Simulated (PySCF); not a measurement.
# Vibration and rotation of NaCd⁻

RHF-CCSD(T) constants of NaCd⁻, ¹Σ⁺ (singlet), closed shell (basis Na def2-SVPD, Cd def2-SVPD with ECP28; scalar-relativistic core potentials; PySCF 2.14; masses 22.9898 and 113.9034 u):

| Item | Value |
| --- | --- |
| ωe | 47.5 cm⁻¹ |
| ωexe | 0.868 cm⁻¹ |
| Be | 0.059159 cm⁻¹ |
| αe | 0.00134 cm⁻¹ |
| De to Na⁻ + Cd | 0.141 eV |

Q: What force constant and bond length do these constants imply?

A: Reduced mass μred = 19.129 u; k = 5.8918×10⁻⁷·μred·ωe² (u, cm⁻¹, mdyn/Å) = 0.0254 mdyn/Å; Re = √(16.8576/(μred·Be)) (u, cm⁻¹, Å) = 3.860 Å.

Q: Estimate the centrifugal constant D from the Kratzer relation and find the Dunham coefficient a1.

A: D = 4Be³/ωe² = 3.67e-07 cm⁻¹; a1 = −1 − αeωe/(6Be²) = -4.03.

Correlated steps freeze 1 core orbital. The bond is weak. Basis-set superposition, not corrected here, can be much of De in a small basis, most of all at correlated wavefunction levels. For an ion De counts to the pair picked by the measured ionisation energies or electron affinities, which need not be the lowest pair at this level.
